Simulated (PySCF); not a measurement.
Ta⁵⁹⁺ (tantalum, charge +59): Hartree-Fock from Schrödinger to Dirac-Coulomb

Occupied: 1s1/2, 2s1/2, 2p1/2, 2p3/2, 3s1/2, 3p1/2. Hartree-Fock calculated with PySCF 2.14 in an even-tempered Gaussian basis (20 s from 8 bohr⁻², ratio 2.3; 16 p from 9.6 bohr⁻², ratio 2.3), Gaussian nucleus throughout. NR is non-relativistic, sf-X2C the spin-free one-electron X2C Hamiltonian, X2C adds the bare one-electron spin-orbit term, X2C-SNSO screens it by Boettger's factors, DC is four-component Dirac-Coulomb, and the Gaunt term is added at first order (total energies over the DC spinors, levels after relaxing the spinors in that mean field). QED terms are absent. Levels marked empty are virtual spinors of this ion; the basis has s and p functions only, so 3d, which can lie below the n = 4 levels, is absent.

| Hamiltonian | E (hartree) | E − E(DC) (hartree) | CPU seconds |
| --- | --- | --- | --- |
| X2C | -11716.7666 | 3.9922 | 0.51 |
| X2C-SNSO | -11715.3288 | 5.4299 | 0.49 |
| DC | -11720.7588 | 0.0000 | 18 |
| DC+Gaunt | -11705.8492 | 14.9096 | 38 |

```csv
level (eV),X2C,X2C-SNSO,DC,DC+Gaunt
1s1/2,-72484.0,-72485.5,-72566.3,-72331.1
2s1/2,-16276.5,-16277.1,-16288.6,-16262.7
2p1/2,-15823.4,-15792.7,-15800.0,-15756.1
2p3/2,-14458.5,-14468.9,-14477.0,-14448.3
3s1/2,-6536.6,-6536.8,-6539.6,-6533.1
3p1/2,-6379.9,-6372.0,-6374.0,-6362.7
3p3/2 (empty),-5906.4,-5909.2,-5910.9,-5903.8
4s1/2 (empty),-3418.7,-3418.8,-3419.8,-3417.3
```

```csv
interval (eV),X2C,X2C-SNSO,DC,DC+Gaunt
2p3/2 − 2p1/2,1365,1324,1323,1308
```

Weight of the small component: 1s1/2 0.0756, 2s1/2 0.0176, 2p1/2 0.0175, 2p3/2 0.0159, 3s1/2 0.00679, 3p1/2 0.00671, 3p3/2 0.00625, 4s1/2 0.00343.

Koopmans' value for the highest occupied level at DC+Gaunt: 6362.7 eV, against an ionisation energy of 6364 ± 7 eV (theoretical estimate listed by NIST; NIST Atomic Spectra Database, ionization energies); the former lacks relaxation, correlation, QED and recoil.

The whole ladder took 68 s of wall time on 1 thread of Intel(R) Xeon(R) Platinum 8488C (shared host), launched as `OMP_NUM_THREADS=1 python relrun2.py TASK.json OUT` (a driver that calls PySCF for each Hamiltonian).

Dirac-Coulomb iterations, started from the X2C spinors:

```
with_ssss True, with_gaunt False, with_breit False
light speed = 137.03599967994
init E= -11642.4088218169
cycle= 1 E= -11720.7565086091  delta_E= -78.3  |g|= 3.21  |ddm|= 0.187
cycle= 2 E= -11720.7587613175  delta_E= -0.00225  |g|= 0.0438  |ddm|= 0.0129
cycle= 3 E= -11720.7587637322  delta_E= -2.41e-06  |g|= 0.00136  |ddm|= 0.000631
cycle= 4 E= -11720.7587637347  delta_E= -2.53e-09  |g|= 7.17e-06  |ddm|= 1.65e-05
```
